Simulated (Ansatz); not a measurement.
System: BiI2 (charge 0, doublet). It need not be the lowest isomer of its formula. 
Geometry from a B3LYP-D3(BJ)/def2-TZVP (Ansatz, an electronic-structure program) optimisation:
SMILES: [I][Bi][I]
```xyz
3

Bi     0.1121    -0.6263     0.7737
I      2.0549     0.8623    -0.6151
I     -2.2304     0.1185    -0.5965
```
Charge 0, spin multiplicity 2.

Total electronic energies in hartree. Correlated levels leave the core frozen unless marked. Open shells are spin-unrestricted. No spin-orbit coupling. The frozen core is the preceding noble-gas configuration, with the filled d and f shells of earlier blocks. Past Kr the def2 sets carry scalar-relativistic core potentials. Basis-set limits of correlation are two-point, X^-3; Hartree-Fock from the larger set. The bracket is a focal-point correction in the basis named.

```csv
level,program,energy (Eh)
HF/def2-QZVPP,Ansatz,-806.98968
HF/def2-QZVPPD,Ansatz,-806.98971
RI-HF/def2-TZVPP,Ansatz,-806.98511
PBE/def2-TZVPD,Ansatz,-810.15521
PBE-D4/def2-TZVPD,Ansatz + dftd4,-810.16070
r2SCAN-D3(BJ)/def2-TZVPD,Ansatz + dftd3,-810.48407
B97M-V/def2-TZVPD,Ansatz,-810.10728
PBE0-D3(BJ)/def2-TZVP,Ansatz + dftd3,-810.18130
PBE0-D4/def2-TZVPD,Ansatz + dftd4,-810.18197
r2SCANh-D4/def2-TZVPD,Ansatz + dftd4,-810.43979
HSE06/def2-TZVPD,Ansatz,-810.17389
CAM-B3LYP-D3(BJ)/def2-TZVPD,Ansatz + dftd3,-810.12755
LC-wPBE-D3(BJ)/def2-TZVPD,Ansatz + dftd3,-810.24643
LC-wPBE/def2-TZVPD,Ansatz,-810.24009
B2GP-PLYP/def2-TZVPD,Ansatz,-809.02368
RPA@PBE/def2-TZVPP,Ansatz,-807.56152
MP2/def2-SVP,Ansatz,-807.21253
MP2/def2-SVPD,Ansatz,-807.23098
RI-MP2/def2-QZVPP,Ansatz,-807.39424
SCS-MP2/def2-SVPD,Ansatz,-807.21991
CCSD/def2-SVP,Ansatz,-807.23806
CCSD(T)/def2-TZVPP,Ansatz,-807.39290
"RI-MP2/CBS(def2-TZVPPD,def2-QZVPPD)+[CCSD(T)-MP2]/def2-TZVPPD",Ansatz,-807.4820
```

Totals of different functionals don't rank their quality; only differences between species are comparable.
